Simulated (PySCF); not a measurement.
Br3In, SMILES [Br][In-]([Br])[Br], charge -1, multiplicity 2. Atoms are numbered in the order given.

```xyz
4

In     0.0000     0.0000    -0.5863
Br    -2.1972     1.2685     0.2736
Br     0.0000    -2.5371     0.2736
Br     2.1972     1.2685     0.2736
```
Charge -1, spin multiplicity 2.

The structure is a stationary point at PBE-D3(BJ)/def2-SVPD. The def2 effective core potentials stand for the cores of In; spin–orbit coupling is left out.

These are PBE-D3(BJ)/def2-SVPD (PySCF) values and carry that method's errors.

Frequencies are harmonic and unscaled.

Modes within 1.5 cm⁻¹ of each other (mostly degenerate sets) share a row, with their intensities summed.

```csv
mode,ν (cm⁻¹),IR (km/mol),moving atoms (share of kinetic energy)
1–2,43,0.7,"Br 88 %, In 12 %"
3,54,1.1,"Br 59 %, In 41 %"
4,158,5.9,"Br 74 %, In 26 %"
5–6,184,102.5,"In 51 %, Br 49 %"
```
